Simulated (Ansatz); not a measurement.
Geometry optimisation, RKS BHLYP-D4/def2-SVP (Ansatz 0.2.0).

Input:

```yaml
crystal:
  periodic: [false, false, false]
  atoms:
    - { symbol: C, position_ang: [-1.37711, 2.01892, -1.20384] }
    - { symbol: Si, position_ang: [-0.27352, 0.81818, -0.73065] }
    - { symbol: C, position_ang: [0.60734, -0.58934, 0.18594] }
    - { symbol: S, position_ang: [-0.45425, -1.06846, 1.62532] }
    - { symbol: H, position_ang: [-1.17654, 2.60938, -2.08977] }
    - { symbol: H, position_ang: [1.58174, -0.28237, 0.57995] }
    - { symbol: H, position_ang: [0.73464, -1.47785, -0.44158] }
    - { symbol: H, position_ang: [0.3577, -2.02846, 2.07463] }
basis:
  gaussian: { orbitals: def2-SVP }
hamiltonian:
  xc: { name: BHLYP }
  dispersion: d4
relax:
  f_tol: 0.015
  max_steps: 40
output:
  orbitals: {}
```

Run as:

```bash
$ ansatz run input.yaml --threads 1 --pin off --max-ram 2048MiB --backend cpu --events-out ev --progress --plain --runs-dir out
```

Task: Where does it end, and by what steps?

Result: The forces met the threshold. The force dipped under the threshold on the way, but the program's further checks kept it going. After 22 steps the energy has fallen by 0.672 eV; H5 moved furthest, 0.73 Å.

```json
{"step": "0", "energy less start (eV)": "0.0000", "largest force component (eV/Å)": "2.245", "accepted": "yes"}
{"step": "1", "energy less start (eV)": "-0.2990", "largest force component (eV/Å)": "1.504", "accepted": "yes"}
{"step": "2", "energy less start (eV)": "-0.4416", "largest force component (eV/Å)": "1.883", "accepted": "yes"}
{"step": "3", "energy less start (eV)": "-0.3516", "largest force component (eV/Å)": "3.837", "accepted": "no"}
{"step": "4", "energy less start (eV)": "-0.5865", "largest force component (eV/Å)": "0.547", "accepted": "yes"}
{"step": "5", "energy less start (eV)": "-0.6260", "largest force component (eV/Å)": "0.174", "accepted": "yes"}
{"step": "6", "energy less start (eV)": "-0.6506", "largest force component (eV/Å)": "0.190", "accepted": "yes"}
{"step": "7", "energy less start (eV)": "-0.6592", "largest force component (eV/Å)": "0.401", "accepted": "yes"}
{"step": "8", "energy less start (eV)": "-0.6644", "largest force component (eV/Å)": "0.203", "accepted": "yes"}
{"step": "9", "energy less start (eV)": "-0.6657", "largest force component (eV/Å)": "0.096", "accepted": "yes"}
{"step": "10", "energy less start (eV)": "-0.6663", "largest force component (eV/Å)": "0.026", "accepted": "yes"}
{"step": "11", "energy less start (eV)": "-0.6666", "largest force component (eV/Å)": "0.016", "accepted": "yes"}
{"step": "12", "energy less start (eV)": "-0.6666", "largest force component (eV/Å)": "0.010", "accepted": "yes"}
{"step": "13", "energy less start (eV)": "-0.6668", "largest force component (eV/Å)": "0.019", "accepted": "yes"}
{"step": "14", "energy less start (eV)": "-0.6670", "largest force component (eV/Å)": "0.052", "accepted": "yes"}
{"step": "15", "energy less start (eV)": "-0.6674", "largest force component (eV/Å)": "0.103", "accepted": "yes"}
{"step": "16", "energy less start (eV)": "-0.6681", "largest force component (eV/Å)": "0.122", "accepted": "yes"}
{"step": "17", "energy less start (eV)": "-0.6687", "largest force component (eV/Å)": "0.196", "accepted": "yes"}
{"step": "18", "energy less start (eV)": "-0.6697", "largest force component (eV/Å)": "0.114", "accepted": "yes"}
{"step": "19", "energy less start (eV)": "-0.6712", "largest force component (eV/Å)": "0.048", "accepted": "yes"}
{"step": "20", "energy less start (eV)": "-0.6715", "largest force component (eV/Å)": "0.013", "accepted": "yes"}
{"step": "21", "energy less start (eV)": "-0.6716", "largest force component (eV/Å)": "0.021", "accepted": "yes"}
{"step": "22", "energy less start (eV)": "-0.6717", "largest force component (eV/Å)": "0.013", "accepted": "yes"}
```

```xyz
8
Properties=species:S:1:pos:R:3
C -0.972 1.806 -1.103
Si -0.012 0.492 -1.274
C 0.641 -0.598 0.126
S -0.630 -0.884 1.392
H -1.554 2.641 -1.460
H 1.512 -0.084 0.543
H 0.978 -1.544 -0.301
H 0.037 -1.827 2.078
```

Whether the end is a true minimum wasn't checked by a vibrational analysis.

Run time: 49 s on 1 thread of Intel(R) Xeon(R) 6975P-C (Granite Rapids), with other jobs on the host, peak memory 0.18 GiB.
